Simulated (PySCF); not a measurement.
Gas-phase reaction: 2 NH2 + SiBr4 = SiH2Br2 + 2 HBr + N2

Method: PySCF energies (xtb for GFN2) plus ideal-gas RRHO corrections (1 bar). Table values come from the NASA 1993 polynomials. † marks an energy on the PBE0/def2-TZVP geometry and frequencies; other levels use their own. CCSD(T) freezes the core. 6-31G* has spherical d functions here. Open shells (unrestricted): NH2 (multiplicity 2); the rest are closed-shell singlets. GFN2 has no spin-polarisation term. B3LYP is the form with VWN-RPA correlation. Br: all electrons, no relativistic terms. CCSD(T) isn't extrapolated to the basis-set limit. The harmonic model lacks anharmonicity and excited electronic states, which grow with temperature; levels with a mode under 35 cm⁻¹ are left out. Soft modes under 120 cm⁻¹ make the harmonic entropy rough for SiBr4, SiH2Br2. The table's entry may be an old estimate for NH2, SiBr4, SiH2Br2 (not checked at source).

| level | ΔH°(298 K), kJ | minus table | ΔG°(2000 K), kJ |
|---|---|---|---|
| table | -226.1 | - | -473.6 |
| B3LYP/def2-TZVP† | -234.7 | -8.6 | -485.9 |
| BLYP/def2-TZVP† | -259.1 | -33.0 | -510.4 |
| CCSD(T)/def2-SVP† | -284.3 | -58.2 | -535.5 |
| GFN2-xTB | -331.6 | -105.5 | -572.6 |
| HF/6-31G* | -157.7 | 68.4 | -413.8 |
| PBE/def2-SVP | -243.5 | -17.4 | -491.4 |
| r2SCAN/def2-TZVP† | -174.3 | 51.8 | -425.6 |
